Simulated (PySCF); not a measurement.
Radial density of Cd⁺ (cadmium, charge +1)

UHF, [Kr] 4d10 5s1, 2S determinant. All numbers are calculated (PySCF 2.14, scalar relativity through the core potential, in cc-pVDZ-PP with ECP28MDF (4s4p3d1f, 38 functions)). This is the valence pseudo-density: the core potential removes the inner electrons and smooths the orbitals near the nucleus.

| r (bohr) | 4πr²ρ (e/bohr) | 4πr²(ρα − ρβ) |
| --- | --- | --- |
| 0.0180 | 2.067e-05 | 0.0000 |
| 0.0303 | 5.189e-05 | 0.0000 |
| 0.0509 | 0.0001230 | 0.0000 |
| 0.0856 | 0.0005126 | 0.0000 |
| 0.144 | 0.005852 | 0.0000 |
| 0.242 | 0.09278 | -0.0001 |
| 0.408 | 1.967 | 0.0053 |
| 0.686 | 16.17 | 0.0226 |
| 1.15 | 14.93 | -0.0300 |
| 1.94 | 2.989 | 0.3899 |
| 3.26 | 0.4180 | 0.3017 |
| 5.49 | 0.03631 | 0.0360 |
| 9.23 | 0.0003490 | 0.0003 |

Energies and moments cover only the electrons outside the core potential.

(1) Where is the radial spin density 4πr²(ρα − ρβ) most negative, and why is it negative at all?

## Answers

(1) Around r = 1.15 bohr, down to -0.0300 e/bohr: exchange with the open shell polarises the paired shells in an unrestricted calculation.
